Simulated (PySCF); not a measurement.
# J couplings in CH9Ge2NSe

Bonds (- single, = double, # triple, : aromatic): C1-N2 1.444 Å, N2-Ge3 1.828 Å, Ge3-Se4 2.352 Å, Se4-Ge5 2.364 Å. C1 carries H6, H7, H8; N2 carries H9; Ge3 carries H10, H11; Ge5 carries H12, H13, H14.

Indirect spin–spin couplings were computed at B3LYP/pcJ-1 (pcSseg-1 on Ge, pcSseg-1 on Se) (spin–dipole term only in couplings to heteroatoms) (PySCF 2.14) on a PBE0-D3(BJ)/def2-SVP structure, for the isolated molecule, without vibrational or relativistic corrections. Couplings are averaged over pairs made equivalent by symmetry, fast rotation or ring inversion, so a value needn't be that of the named pair in this geometry, while other rotamers aren't included; one pair stands for each set, and the list holds those of at least 1.5 Hz over up to four bonds.

Isotopes: ¹³C, ¹H, ¹⁵N.

```tsv
pair	bonds	J (Hz)
C1, N2	1	-8.4
C1, H6	1	140.1
N2, H9	1	?
N2, H10	2	-5.6
H6, H7	2	?
H10, H11	2	?
H12, H13	2	19.2
C1, H10	3	3.6
H6, H9	3	8.1
```

Estimate the withheld couplings, with signs.

Answers


- ¹J(N2,H9) = -81.1 Hz (bond length 1.015 Å)
- ²J(H6,H7) = -12.4 Hz (mean over equivalent pairs that range from -15.5 to -9.6 Hz in this conformer)
- ²J(H10,H11) = 32.8 Hz (angle at Ge3 112°)

Relativistic effects of the heavier atoms present are left out.
